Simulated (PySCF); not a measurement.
**ScCl3: computed shieldings and shifts**

ScCl3, Cl3Sc.

Geometry:
```
atom   x (Å)   y (Å)   z (Å)
 Sc1  -0.017  -0.003   0.001
 Cl2   2.241  -0.057   0.072
 Cl3  -1.052   2.011  -0.041
 Cl4  -1.173  -1.951  -0.032
```

GIAO calculations in PySCF 2.14.0 with density-fitted response routines on the PBE0-D3(BJ)/def2-SVP structure: isolated species, non-relativistic, equivalent atoms averaged; basis pcSseg-1 (pcSseg-2 on Sc).

Problem. Give the isotropic shieldings (ppm) with B3LYP, PBE, PBE0.

Solution. 
```
             atoms            environment  B3LYP   PBE  PBE0
               Sc1      Sc bonded to 3 Cl    250   136   309
       Cl2/Cl3/Cl4  chlorine bonded to Sc    309   260   360
HOMO–LUMO gap (eV)                      –   5.33  3.69  5.97
```

Problem. And the chemical shifts, against references computed in the same way?

Solution. 
```tsv
atoms	nucleus, reference	B3LYP	PBE	PBE0
Cl2/Cl3/Cl4	³⁵Cl, HCl	621	674	583
```

Problem. Which part of the shielding of Sc1 depends on the functional?

Solution. Diamagnetic: B3LYP 1513, PBE 1513, PBE0 1512 ppm; paramagnetic: B3LYP -1262, PBE -1378, PBE0 -1203 ppm. The diamagnetic part, set mainly by inner electrons, hardly moves; the paramagnetic part goes with low-lying magnetically allowed excitations and carries the spread.
